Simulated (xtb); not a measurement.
C$_{6}$H$_{7}$ (SMILES [C]1=CC=CCC1), doublet, geometry from GFN2-xTB; xtb with GFN2-xTB.

Here is a job for xtb.
```
$ xtb mol.xyz --gfn 2 --uhf 1 --etemp 10000 --json

# file mol.xyz
13

C     -0.01813797    -1.39878154    -0.19521506
C      1.18598868    -0.88585190    -0.22379431
C      1.29500822     0.58193667    -0.19074864
C      0.23653616     1.32016165     0.12562183
C     -1.06969291     0.70173312     0.53224046
C     -1.29073376    -0.67188561    -0.14280019
H      2.09280140    -1.46457223    -0.29379106
H      2.24820824     1.01715164    -0.45123023
H      0.29729860     2.39877404     0.16236090
H     -1.90332260     1.36213403     0.28584194
H     -1.06060451     0.57437613     1.62147787
H     -1.65828887    -0.54390825    -1.16801336
H     -2.04990288    -1.22782979     0.41152943
```

Problem. Write the output that xtb gives for this input, abridged.

Solution. 
```
   ID    Z sym.   atoms
    1    6 C      1-6
    2    1 H      7-13

           -------------------------------------------------
          |                Calculation Setup                |
           -------------------------------------------------

           -------------------------------------------------
          |                 G F N 2 - x T B                 |
           -------------------------------------------------

          ...................................................
          :                      SETUP                      :
          :.................................................:
          :  # basis functions                  31          :
          :  # atomic orbitals                  31          :
          :  # shells                           19          :
          :  # electrons                        31          :
          :  max. iterations                   250          :
          :  Hamiltonian                  GFN2-xTB          :
          :  restarted?                      false          :
          :  GBSA solvation                  false          :
          :  PC potential                    false          :
          :  electronic temp.        10000.0000000     K    :
          :  accuracy                    1.0000000          :
          :  -> integral cutoff          0.2500000E+02      :
          :  -> integral neglect         0.1000000E-07      :
          :  -> SCF convergence          0.1000000E-05 Eh   :
          :  -> wf. convergence          0.1000000E-03 e    :
          :  Broyden damping             0.4000000          :
          :  net charge                          0          :
          :  unpaired electrons                  1          :
          ...................................................

 iter      E             dE          RMSdq      gap      omega  full diag
   1    -16.5979099 -0.165979E+02  0.398E+00    2.23       0.0  T
   2    -16.6129177 -0.150077E-01  0.234E+00    2.01       1.0  T
   3    -16.5889742  0.239434E-01  0.136E+00    2.54       1.0  T
   4    -16.6116468 -0.226726E-01  0.567E-01    1.96       1.0  T
   5    -16.6165100 -0.486322E-02  0.159E-01    2.16       1.0  T
   6    -16.6167913 -0.281249E-03  0.571E-02    2.15       1.0  T
   7    -16.6168049 -0.135983E-04  0.294E-02    2.15       1.0  T
   8    -16.6168064 -0.150126E-05  0.707E-03    2.15       3.9  T
   9    -16.6168070 -0.624768E-06  0.200E-03    2.15      13.9  T
  10    -16.6168070 -0.844184E-08  0.635E-04    2.15      43.7  T
  11    -16.6168070 -0.202537E-08  0.169E-04    2.15     163.7  T

   *** convergence criteria satisfied after 11 iterations ***

         :::::::::::::::::::::::::::::::::::::::::::::::::::::
         ::                     SUMMARY                     ::
         :::::::::::::::::::::::::::::::::::::::::::::::::::::
         :: total energy             -16.322733619020 Eh    ::
         :: gradient norm              0.080830678702 Eh/a0 ::
         :: HOMO-LUMO gap              2.151585754064 eV    ::
         ::.................................................::
         :: SCC energy               -16.616797472927 Eh    ::
         :: -> isotropic ES            0.002761300248 Eh    ::
         :: -> anisotropic ES          0.002736879178 Eh    ::
         :: -> anisotropic XC          0.010680148320 Eh    ::
         :: -> dispersion             -0.008300187546 Eh    ::
         :: repulsion energy           0.294063853906 Eh    ::
         :: add. restraining           0.000000000000 Eh    ::
         :: total charge               0.000000000001 e     ::
         :::::::::::::::::::::::::::::::::::::::::::::::::::::

           -------------------------------------------------
          |                Property Printout                |
           -------------------------------------------------

    * Orbital Energies and Occupations

         #    Occupation            Energy/Eh            Energy/eV
      -------------------------------------------------------------
         1        1.9999           -0.6355049             -17.2930
       ...           ...                  ...                  ...
         4        1.9996           -0.5743976             -15.6302
         5        1.9992           -0.5551107             -15.1053
         6        1.9978           -0.5237984             -14.2533
         7        1.9972           -0.5155526             -14.0289
         8        1.9944           -0.4938686             -13.4388
         9        1.9922           -0.4832256             -13.1492
        10        1.9883           -0.4704109             -12.8005
        11        1.9843           -0.4611182             -12.5477
        12        1.9731           -0.4437215             -12.0743
        13        1.9594           -0.4303228             -11.7097
        14        1.9518           -0.4246710             -11.5559
        15        1.7075           -0.3607311              -9.8160
        16        1.1485           -0.3061346              -8.3303 (HOMO)
        17        0.2896           -0.2270653              -6.1788 (LUMO)
        18        0.0176           -0.1307414              -3.5577
        19        0.0000            0.0890330               2.4227
        20        0.0000            0.1058339               2.8799
        21        0.0000            0.1253249               3.4103
        22        0.0000            0.1374374               3.7399
        23        0.0000            0.1587594               4.3201
        24        0.0000            0.1681373               4.5752
        25        0.0000            0.2217813               6.0350
        26        0.0000            0.2440997               6.6423
        27                          0.2702407               7.3536
       ...                                ...                  ...
        31                          0.7308443              19.8873
      -------------------------------------------------------------
                  HL-Gap            0.0790693 Eh            2.1516 eV
             Fermi-level           -0.2940998 Eh           -8.0029 eV

     #   Z          covCN         q      C6AA      α(0)
     1   6 C        1.989    -0.099    33.780     9.386
     2   6 C        2.901    -0.031    28.771     8.795
     3   6 C        2.913    -0.037    28.928     8.820
     4   6 C        2.897    -0.046    29.152     8.853
     5   6 C        3.811    -0.046    21.392     6.583
     6   6 C        3.807    -0.036    21.216     6.557
     7   1 H        0.926     0.038     2.476     2.461
     8   1 H        0.926     0.033     2.551     2.498
     9   1 H        0.926     0.029     2.598     2.521
    10   1 H        0.924     0.042     2.421     2.433
    11   1 H        0.924     0.050     2.319     2.381
    12   1 H        0.924     0.053     2.284     2.363
    13   1 H        0.924     0.051     2.304     2.373

 Mol. C6AA /au·bohr⁶  :       1766.211492
 Mol. C8AA /au·bohr⁸  :      42160.045831
 Mol. α(0) /au        :         66.023743

Wiberg/Mayer (AO) data.
largest (>0.10) Wiberg bond orders for each atom

 ---------------------------------------------------------------------------
     #   Z sym  total        # sym  WBO       # sym  WBO       # sym  WBO
 ---------------------------------------------------------------------------
     1   6 C    2.813 --     2 C    1.660     6 C    1.051
     2   6 C    3.744 --     1 C    1.660     3 C    1.078     7 H    0.946
     3   6 C    3.706 --     4 C    1.616     2 C    1.078     8 H    0.951
     4   6 C    3.651 --     3 C    1.616     5 C    1.021     9 H    0.953
     5   6 C    3.913 --     4 C    1.021    10 H    0.959     6 C    0.952
                            11 H    0.942
     6   6 C    3.922 --     1 C    1.051     5 C    0.952    13 H    0.948
                            12 H    0.937
     7   1 H    0.972 --     2 C    0.946
     8   1 H    0.978 --     3 C    0.951
     9   1 H    0.980 --     4 C    0.953
    10   1 H    0.978 --     5 C    0.959
    11   1 H    0.967 --     5 C    0.942
    12   1 H    0.966 --     6 C    0.937
    13   1 H    0.971 --     6 C    0.948
 ---------------------------------------------------------------------------

Topologies differ in total number of bonds
Writing topology from bond orders to xtbtopo.mol

molecular dipole:
                 x           y           z       tot (Debye)
 q only:       -0.309       0.221       0.075
   full:       -0.322       0.487       0.096       1.503
molecular quadrupole (traceless):
                xx          xy          yy          xz          yz          zz
 q only:        1.852       0.035      -1.156      -0.372       0.140      -0.697
  q+dip:        4.424      -0.229      -2.380      -1.013      -0.259      -2.044
   full:        3.239      -0.131      -2.496      -0.658      -0.167      -0.743

           -------------------------------------------------
          | TOTAL ENERGY              -16.322733619020 Eh   |
          | GRADIENT NORM               0.080830678702 Eh/α |
          | HOMO-LUMO GAP               2.151585754064 eV   |
           -------------------------------------------------

normal termination of xtb
```
